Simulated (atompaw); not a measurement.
Reading a pseudo-wave (arsenic (As))

Columns: radius, all-electron u(r) and pseudo u(r) of the 4s shell (level -14.50 eV) of arsenic in the configuration [Ne] 3s2 3p6 3d10 4s2 4p3; PBEsol, scalar-relativistic, PAW (atompaw) scheme, atompaw 4.2.0.5.

| r (bohr) | all-electron | pseudo |
| --- | --- | --- |
| 0.046 | -0.0644 | -0.2239 |
| 0.092 | 0.1554 | -0.4377 |
| 0.138 | 0.2330 | -0.6318 |
| 0.185 | 0.1664 | -0.8011 |
| 0.231 | 0.0308 | -0.9315 |
| 0.277 | -0.1158 | -1.0224 |
| 0.323 | -0.2393 | -1.0714 |
| 0.369 | -0.3248 | -1.0784 |
| 0.415 | -0.3692 | -1.0455 |
| 0.462 | -0.3759 | -0.9749 |
| 0.508 | -0.3512 | -0.8754 |
| 0.554 | -0.3027 | -0.7524 |
| 0.600 | -0.2372 | -0.6131 |
| 0.646 | -0.1605 | -0.4650 |
| 0.692 | -0.0773 | -0.3148 |
| 0.738 | 0.0086 | -0.1684 |
| 0.785 | 0.0961 | -0.0277 |
| 0.831 | 0.1794 | 0.0979 |
| 0.877 | 0.2587 | 0.2095 |
| 0.923 | 0.3332 | 0.3067 |
| 0.969 | 0.4020 | 0.3900 |
| 1.015 | 0.4649 | 0.4607 |
| 1.062 | 0.5228 | 0.5221 |
| 1.108 | 0.5733 | 0.5734 |
| 1.154 | 0.6179 | 0.6180 |
| 1.200 | 0.6566 | 0.6566 |

Q: How many radial nodes do the two functions have?

A: The all-electron 4s function has n − l − 1 = 3; the pseudo-wave has 1, since 1 lower shell of the same l stays in the valence.

Q: Is the pseudo-wave norm-conserving?

A: No, it belongs to a PAW set: the norm inside the radius is not constrained, and the difference is carried by the augmentation charge.
